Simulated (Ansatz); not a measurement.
Job for Ansatz (a first-principles code): R-r2SCANh/def2-TZVPP on H4MoO4Si (SMILES [O]=[Mo](=[O])([OH])[O][SiH3]), 2S+1 = 1, a spin state set in the input, which need not be the lowest. Elements past Kr take the def2 small-core potentials; no spin–orbit coupling.

Ansatz 0.2 input:
```yaml
crystal:
  periodic: [false, false, false]
  atoms:
    - {symbol: Mo, position_ang: [-0.68153978, 1.07111352, 0.51977713]}
    - {symbol: O, position_ang: [-0.46421426, 2.50609723, -0.34376425]}
    - {symbol: O, position_ang: [0.01788724, 1.25518630, 2.04549142]}
    - {symbol: O, position_ang: [-2.51767899, 0.70789766, 0.72572365]}
    - {symbol: H, position_ang: [-3.20841776, 1.14926384, 0.21920978]}
    - {symbol: O, position_ang: [0.14787400, -0.33433976, -0.38386161]}
    - {symbol: Si, position_ang: [1.38511132, -1.39470287, -0.68686352]}
    - {symbol: H, position_ang: [2.14058218, -1.62756618, 0.56224335]}
    - {symbol: H, position_ang: [2.26649111, -0.81280611, -1.72066988]}
    - {symbol: H, position_ang: [0.78731567, -2.65586229, -1.17176179]}
basis:
  gaussian:
    orbitals: def2-TZVPP
hamiltonian:
  xc: {name: r2SCANh}
```

The log:

```
WARN ansatz: RAYON_NUM_THREADS=8 ignored (pool sized by the plan → 8); use --threads N
Functional definition: r2SCANh
integrals: 0.25 GiB planned
1427 factors; their error is unknown
0.33 GiB of the device are held for the grids
1.56 GiB of device memory are held for the factors and their scratch space
mean field: 1.50 GiB planned
mean field evaluation 1: about -17969.2122 eV, gradient 1.2e2 eV
mean field evaluation 2: about -17730.8078 eV, gradient 3.7e2 eV
mean field evaluation 4: about -17987.3752 eV, gradient 5.3e1 eV
mean field evaluation 8: about -17992.1725 eV, gradient 7.3e-1 eV
mean field evaluation 16: about -17992.2045 eV, gradient 8.2e-4 eV
mean field -17992.20446387 eV, -661.2013184930 hartree, gradient 6.3e-5 eV, S^2 0.000000; 0 other end points of the search recorded, 0 dependent functions left out
reference -17992.20448390 eV, -661.2013192290 hartree; 32, 32 occupied and 246, 246 virtual orbitals, 1427 factors
Total energy: -17992.20448390 eV, -661.2013192290 hartree
```

The calculation finished and met its thresholds.
